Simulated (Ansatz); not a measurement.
Input file for Ansatz (a quantum-chemistry and plane-wave program): R-wB97X-V/def2-TZVPP on C2H6BCl (SMILES CCBCl), a point of a torsion scan.

Ansatz 0.2 input:
```yaml
crystal:
  periodic: [false, false, false]
  atoms:
    - {symbol: C, position_ang: [-0.87566150, 0.72365699, -0.34195167]}
    - {symbol: C, position_ang: [-0.27328792, -0.56991545, 0.21580902]}
    - {symbol: B, position_ang: [-1.29455701, -1.57472473, 0.88115444]}
    - {symbol: Cl, position_ang: [-0.72336851, -2.80036339, 1.90271931]}
    - {symbol: H, position_ang: [-1.05092942, 1.43660436, 0.46001798]}
    - {symbol: H, position_ang: [-1.81655759, 0.52865846, -0.84817057]}
    - {symbol: H, position_ang: [-0.19460876, 1.19045522, -1.05105821]}
    - {symbol: H, position_ang: [0.56172797, -0.32425559, 0.87594092]}
    - {symbol: H, position_ang: [0.18187606, -1.11753462, -0.61994362]}
    - {symbol: H, position_ang: [-2.44774455, -1.53460184, 0.66551073]}
basis:
  gaussian:
    orbitals: def2-TZVPP
hamiltonian:
  xc: {name: wB97X-V}
scf: {lower_state_search: off}
```

The log:

```
WARN ansatz: RAYON_NUM_THREADS=1 ignored (pool sized by the plan → 1); use --threads N
Functional definition: wB97X-V
these checks for a lower state are left out or cut short: stability, starts, cluster_reference, orbital_swaps, neighbouring_geometries, increment
integrals: 0.17 GiB planned
1193 factors; their error is unknown
integrals: 0.20 GiB planned
289 factors; integrals over basis functions are off by at most 2.6e-5 eV
mean field: 1.42 GiB planned
mean field evaluation 1: about -15367.1653 eV, gradient 3.9e1 eV
mean field evaluation 2: about -15368.8987 eV, gradient 2.8e1 eV
mean field evaluation 4: about -15370.6814 eV, gradient 8.5e-1 eV
mean field evaluation 8: about -15370.6923 eV, gradient 5.1e-1 eV
mean field evaluation 16: about -15370.6927 eV, gradient 3.1e-5 eV
mean field -15370.69267174 eV, -564.8625370569 hartree, gradient 7.7e-6 eV, S^2 0.000000; 0 other end points of the search recorded, 0 dependent functions left out
reference -15370.69266978 eV, -564.8625369846 hartree; 20, 20 occupied and 199, 199 virtual orbitals, 1193 factors
Total energy: -15370.69266978 eV, -564.8625369846 hartree
Checks for a lower state left out: stability, starts, cluster_reference, orbital_swaps, neighbouring_geometries, increment
```

The calculation finished and met its thresholds.

Cost: roughly 13 core-seconds.
